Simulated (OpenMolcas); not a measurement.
An OpenMolcas run meant for Yb3+ (ANO-R2, X2C; inactive shells 1s 2s 2p 3s 3p 3d 4s 4p 4d 5s 5p; intended active space 13 electrons in 7 orbitals (4f)). One step of its input:

```
&RASSCF
FileOrb=start.orb
Symmetry=2
Spin=2
nActEl=13 0 0
Inactive=15 12
Ras2=0 7
CIRoot=7 7 1
SDav=7
CIMx=300
Iter=2 100
PrWF=0.3
OrbListing=Nothing
MaxOrb=0
Atom
>>> COPY $Project.JobIph JOB001
```

Lines from the output:

```
...
      Natural orbitals and occupation numbers for root  1
      sym 2:   2.000000   2.000000   2.000000   2.000000   2.000000   2.000000   1.000000
      Natural orbitals and occupation numbers for root  2
      sym 2:   2.000000   2.000000   2.000000   2.000000   2.000000   1.000000   2.000000
      Natural orbitals and occupation numbers for root  3
      sym 2:   2.000000   2.000000   2.000000   2.000000   1.000000   2.000000   2.000000
::    RASSCF root number  1 Total energy: -14053.13975124
::    RASSCF root number  2 Total energy: -14053.13975124
::    RASSCF root number  3 Total energy: -14053.13975124
::    RASSCF root number  4 Total energy: -14053.13975124
::    RASSCF root number  5 Total energy: -14053.13975124
::    RASSCF root number  6 Total energy: -14053.13975124
::    RASSCF root number  7 Total energy: -14053.13975124
                  YZ=  5.4726E-02              ZZ=  1.3077E-02
--
  Molden files will not be produced
      Average orbitals are written to the RASORB file
--- Stop Module: rasscf at  /rc=_RC_NOT_CONVERGED_ ---
.#######################.
.# Convergence problem #.
.#######################.
```

Task: What is wrong with the input?

Result: The iteration limit is far too low, so the equations stop before they converge.
